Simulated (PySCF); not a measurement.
Molecule: tetramethylborate (SMILES C[B-](C)(C)C).

Mapped SMILES: `[CH3:1][B-:2]([CH3:3])([CH3:4])[CH3:5]`; H(Xn) means a hydrogen on atom n.

Geometry PBE0-D3(BJ)/def2-SVP throughout; GIAO in PySCF 2.14.0 with density-fitted response routines, gas phase, one conformer, non-relativistic; equivalent atoms averaged; functional PBE0.

Question: How do the shifts δ (against TMS, BF3·OEt2 at the same level) depend on the basis set? (ppm; last column core-seconds on shared hosts with different chips, so compare them loosely)

Answer: 
```csv
basis set,functions,C1/C3/C4/C5,B2,H(C1)/H(C3)/H(C4)/H(C5),core-s
STO-3G,37,15.9,-17.0,-0.99,2.2
6-31G,69,19.1,-26.6,-0.31,4.1
pcSseg-0,69,20.3,-27.2,-0.53,4.6
6-31G*,94,17.0,-25.8,-0.46,5.8
def2-SVP,130,16.8,-24.7,-0.67,7.7
cc-pVDZ,130,16.6,-21.1,-0.66,11
pcSseg-1,145,17.2,-27.3,-0.75,15
"6-311+G(2d,p)",207,16.2,-26.6,-0.81,17
aug-cc-pVDZ,223,16.8,-23.6,-0.80,24
def2-TZVP,227,15.7,-25.8,-0.80,20
IGLO-III,295,17.0,-25.2,-0.82,36
cc-pVTZ,318,16.5,-28.1,-0.79,41
```

Question: Which nucleus moves most, in ppm?

Answer: B2 (boron bonded to 4 C): from -28.1 ppm with cc-pVTZ to -17.0 ppm with STO-3G. The smallest spread is 0.68 ppm, at H(C1)/H(C3)/H(C4)/H(C5). Proton shifts span only some 12 ppm, so a few tenths of a ppm matter as much there as several ppm in carbon.

Question: Taking the largest basis, cc-pVTZ (318 functions), as the yardstick, rank the others by their worst heavy-atom deviation.

Answer: pcSseg-1 0.8 ppm (145 functions), 6-311+G(2d,p) 1.5 ppm (207 functions), def2-TZVP 2.3 ppm (227 functions), 6-31G* 2.3 ppm (94 functions), 6-31G 2.6 ppm (69 functions), IGLO-III 2.9 ppm (295 functions), def2-SVP 3.4 ppm (130 functions), pcSseg-0 3.8 ppm (69 functions), aug-cc-pVDZ 4.5 ppm (223 functions), cc-pVDZ 7.0 ppm (130 functions), STO-3G 11.1 ppm (37 functions).

A small basis that lands close on one nucleus may do so by chance; judge by the trend and by all nuclei.
